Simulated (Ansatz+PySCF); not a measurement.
A calculation with Ansatz (development build ahead of 0.2.0).

```yaml
crystal:
  periodic: [false, false, false]
  atoms:
    - { symbol: Be, position_ang: [0.0, 0.0, -1.33847] }
    - { symbol: O, position_ang: [0.0, 0.0, 0.66924] }
basis:
  gaussian: { orbitals: cc-pVDZ }
hamiltonian:
  xc: pbe
output:
  forces: true
```

The input is written out in the form of the current development build from the run's settings.

Output:

```
Converged                       : yes
Total energy                    : -89.67340 hartree
Spin squared of the determinant : 0.000
Stability test                  : minimum among restricted orbitals
```

Forces (eV/Å):
```
atom     Fx     Fy      Fz
 Be1  0.000  0.000   5.538
  O2  0.000  0.000  -5.538
```

Caution: an unrestricted determinant lies well below.
